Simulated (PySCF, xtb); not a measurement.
In(Br)(OH)(OMe) (CH₄BrInO₂), SMILES C[O][In]([Br])[OH]. One conformer was computed; it need not be the lowest.

Harmonic wavenumbers (cm⁻¹) from GFN2-xTB (xtb 6.7.1) at its own minimum, in rising order: 50, 54, 61, 95, 141, 194, 253, 256, 367, 424, 689, 1018, 1121, 1129, 1395, 1446, 1462, 2897, 2907, 2934, 3637.

### Question
What does PBE0-D3(BJ)/def2-SVP (PySCF 2.14.0) give at its own minimum? (An estimate is asked for; the answer gives what the named calculation found.)

### Answer
27, 66, 77, 103, 146, 220, 266, 290, 547, 617, 830, 1142, 1171, 1185, 1467, 1469, 1480, 2995, 3069, 3100, 3884. Paired by order, the mean absolute difference is 79 cm⁻¹ and the zero-point energies are 32.2 and 34.5 kcal/mol.
